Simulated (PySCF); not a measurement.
# Energy profile

The step: SiCl₂ + HCl → SiHCl₃ ([Cl][SiH]([Cl])[Cl]); bonds formed: Si1–H4, Si1–Cl5; bonds broken: H4–Cl5 (atoms numbered as in the saddle structure below).

```xyz
5
angstrom
Si -0.2269 -0.2131 -0.5772
Cl 1.6784 -0.7916 -1.0284
Cl -1.0980 -1.7640 0.4246
H -0.5262 1.3345 -0.1119
Cl 0.1727 1.4343 1.2927
```

Electronic energies by CCSD(T) at an estimated basis limit (MP2 extrapolated from triple and quadruple zeta, plus CCSD(T) − MP2 in triple zeta), on PBE0-D4/def2-TZVP structures; SiHCl$_{3}$, closed shell; no counterpoise correction. PySCF 2.14 with density fitting (its default auxiliary sets; JK sets also for MP2 and CCSD(T)); basis: def2-TZVPP and def2-QZVPP; cores frozen in the correlated methods. Extrapolation: Hartree–Fock as exp(−7.88 √X), correlation as X^−2.97.

Q: Give the profile in kJ/mol, counted from the separated reactants. (An estimate is asked for; the value comes from the calculation.)

A: The calculation gives:
| point | kJ/mol |
| --- | --- |
| separated: SiCl$_{2}$ (linked as [Cl][Si][Cl]; Si1, Cl2, Cl3; singlet) + HCl (H4, Cl5; singlet) | 0.0 |
| start structure | -7.7 |
| saddle | 63.5 |
| end structure | -241.3 |

T1 diagnostic: at most 0.014. The restricted Hartree–Fock reference is unstable towards an unrestricted one at one or more of these structures. The start structure is not quite a true minimum (one mode of 49i cm⁻¹).

Losses and insertions of silylenes and their heavier kin drive the gas-phase chemistry of silicon and germanium vapour deposition.

For scale, one of the runs: CCSD(T)/def2-TZVPP, 182 basis functions, launched by `OMP_NUM_THREADS=4 python run.py`. Time: 6.6 min of wall clock on 4 CPU threads of an Arm Neoverse N1; the host was shared. Peak host memory: 1.8 GiB.
